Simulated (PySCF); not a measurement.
C₅H₇O₂ (charge +1).
SMILES with atom numbers: `[CH3:1][O:2][c:3]1[cH:4][c+:5]1[O:6][CH3:7]` (hydrogens: H8, H9, H10 on C1; H11 on C4; H12, H13, H14 on C7)

Computed geometry: GFN2-xTB, gas phase.

Task: What internal coordinates does the optimisation give?

Result: 
```tsv
bond	length (Å)	order
C1–O2, O6–C7	1.440	single
O2–C3, C5–O6	1.258	single
C3–C4, C4–C5	1.387	aromatic
C3–C5	1.416	aromatic
C1–H8 and 5 like bonds	1.089	single
C4–H11	1.067	single
```

Bonds in one row agree within 0.01 Å and their mean is given. Orders are formal, as drawn. A selection of angles:
```tsv
angle	degrees
O2–C1–H8	108.9
O2–C1–H9	111.5
O2–C1–H10	106.2
H8–C1–H9	110.2
H9–C1–H10	110.6
C1–O2–C3	120.0
O2–C3–C4	153.2
O2–C3–C5	147.5
C4–C3–C5	59.3
C3–C4–C5	61.4
C3–C4–H11	149.3
```

Dihedral angles: C1–O2–C3–C4 -2° (synperiplanar); C4–C5–O6–C7 1° (synperiplanar).

C4 (unsaturated ring CH carbon) is planar (angles 149.3°, 149.3° and 61.4°, sum 360.0°, 0.00 Å off the plane of its three neighbours). C3 (unsaturated ring carbon) has angles 153.2°, 147.5° and 59.3°, sum 360.0°, 0.00 Å off the plane of its three neighbours. Of the pairs four or more bonds apart, C4···H9 is among the closest relative to their van der Waals radii: 3.03 Å, 105 % of the sum of Bondi's values. The C–C distances run from 1.387 Å (C4–C5, drawn aromatic) to 1.416 Å (C3–C5, drawn aromatic), a spread of 0.029 Å. The 7 heavy atoms lie in one plane (0.004 Å rms). The C–O distances run from 1.258 Å (O2–C3, drawn single) to 1.440 Å (O6–C7, drawn single), a spread of 0.182 Å. The 3-membered ring C3–C4–C5 has internal angles of 59.3° to 61.4°.

Point group: Cs (tolerance 0.08 Å). Whether it is a minimum is left open (no frequencies).

One conformer stands for the species.
